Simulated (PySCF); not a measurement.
**Distorted geometries of Pr(NH2)3**

Pr(NH2)3 (singlet in the valence; each metal's 4f electrons, 2 of them, lie in its core potential, out of spins and levels). PySCF 2.14.0, RKS B3LYP, Pr lcecp-1-SVP with ECP48, N def2-SVP, H def2-SVP; non-relativistic Hamiltonian with scalar-relativistic core potentials where named; density fitting; no spin-orbit coupling. Relaxed geometry:

```xyz
10

Pr   -0.0065    0.0286    0.2883
N     2.2574    0.0108    0.0185
H     2.8718   -0.8084    0.0008
H     2.8713    0.8056   -0.1815
N    -1.1385    1.9547   -0.1631
H    -2.1467    2.0969   -0.2681
H    -0.7199    2.8682   -0.3604
N    -1.1287   -1.9563    0.2562
H    -0.7216   -2.8957    0.2365
H    -2.1387   -2.1044    0.1729
```

Question: Order these distorted geometries by energy above the relaxed one, lowest first.
A.
```xyz
10

Pr    0.1596    0.1784    0.3327
N     2.2297    0.0462   -0.1047
H     2.8611   -0.6586   -0.1690
H     2.7930    0.7812    0.0522
N    -1.1994    1.9474   -0.2711
H    -2.2690    2.0049   -0.0756
H    -0.5487    2.8949   -0.2841
N    -1.2230   -1.8537    0.4136
H    -0.6568   -3.0285    0.1326
H    -2.1464   -2.3123   -0.0264
```
B.
```xyz
10

Pr    0.0221    0.0640    0.2765
N     2.2617   -0.0022    0.0485
H     2.8773   -0.8032    0.0314
H     2.9022    0.7890   -0.2057
N    -1.1820    1.9365   -0.1743
H    -2.1513    2.0651   -0.2721
H    -0.7383    2.8968   -0.3546
N    -1.1499   -1.9500    0.2594
H    -0.7132   -2.9009    0.2513
H    -2.1286   -2.0951    0.1396
```
C.
```xyz
10

Pr    0.0455    0.0013    0.2816
N     2.1485   -0.0239   -0.0594
H     2.8369   -0.8204    0.0911
H     2.9842    0.8427   -0.1411
N    -1.1586    1.9478   -0.1482
H    -2.1068    2.1366   -0.2245
H    -0.6742    2.8408   -0.4434
N    -1.1596   -1.9260    0.2655
H    -0.6969   -2.9333    0.2243
H    -2.2189   -2.0656    0.1540
```

Answer: B (0.16 eV), C (1.04 eV), A (2.95 eV).

Question: Which forces (eV/Å) act in the one that lies 0.16 eV up?

Answer: 
```
Pr  -0.81 -0.75  0.11
N    0.74  1.29 -0.38
H    0.29 -0.60  0.04
H   -0.64 -0.62  0.27
N    2.83  1.38 -0.07
H   -1.94  0.32 -0.22
H   -0.82 -1.54  0.26
N    1.99 -0.06  0.11
H   -0.44  0.80  0.02
H   -1.20 -0.23 -0.12
```
Forces carry noise of the integration grid, about 0.01 to 0.03 eV/Å.

No frequency check is given that shows the relaxed geometry to be a minimum, and it was reached by following one of several unstable modes of a saddle point. An lcecp potential fixes the number of 4f electrons, so in runs with it no electron can move into or out of that shell.
